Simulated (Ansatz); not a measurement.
Interaction energy ladder

The pair of H2Te (SMILES [TeH2], atoms 1–3) and H2Te (SMILES [TeH2], atoms 4–6), both closed shells, in one local arrangement (a lower one may exist), relaxed at PBE0-D4/def2-TZVP:

```
6
angstrom
Te -0.0554 -0.5415 -1.9617
H 0.7125 0.8791 -1.6025
H -0.7283 0.1498 -3.3124
Te -0.1105 -0.8035 1.8718
H -0.5307 0.7903 1.7299
H 0.7126 -0.4742 3.2749
```

Program: Ansatz 0.2.0. Basis: def2-TZVPPD, with def2-QZVPPD for the basis limit. Cores are frozen in the correlated methods. Filled d shells of the heavier atoms are correlated. Core potentials replace the inner electrons of the atoms past krypton. The def2 sets are not built for correlating such inner shells, so the correlated values are less sure here. Extrapolation: Hartree–Fock as exp(−7.88 √X), correlation as X^−2.97. Interaction energies count from these two fragments, frozen as in the pair, with the counterpoise correction; negative means bound.

Question: What is the interaction energy by CCSD(T) at an estimated basis limit (MP2 extrapolated from triple and quadruple zeta, plus CCSD(T) − MP2 in triple zeta)? (An estimate is asked for; the value comes from the calculation.)

Answer: Computed: -1.94 kcal/mol. Hartree–Fock alone gives 1.29 kcal/mol at the basis limit, so without correlation the pair would not bind at this distance. Plain CCSD(T) in triple zeta gives -1.07 kcal/mol; the step to the limit is large here, so the limit is uncertain. It counts from the two fragments frozen as in the pair.

Question: Which atoms make the shortest contact between the fragments?

Answer: H2 and H5, 3.56 Å apart.

Basis-set superposition shift (counterpoise-corrected less uncorrected): CCSD(T) 0.68; MP2 0.68; HF 0.03; PBE0-D4 0.02; wB97M-V 0.04 kcal/mol.

T1 diagnostic: at most 0.011.

For scale, one of the runs: CCSD(T)/def2-TZVPPD, 186 basis functions, launched by `ansatz run in.yaml --threads 4 --pin off --events-out ev --progress --plain --max-ram 9574MiB`. Time: 68 s of wall clock on 4 CPU threads of an Arm Neoverse V1; the host was shared. Peak host memory: 2.4 GiB.
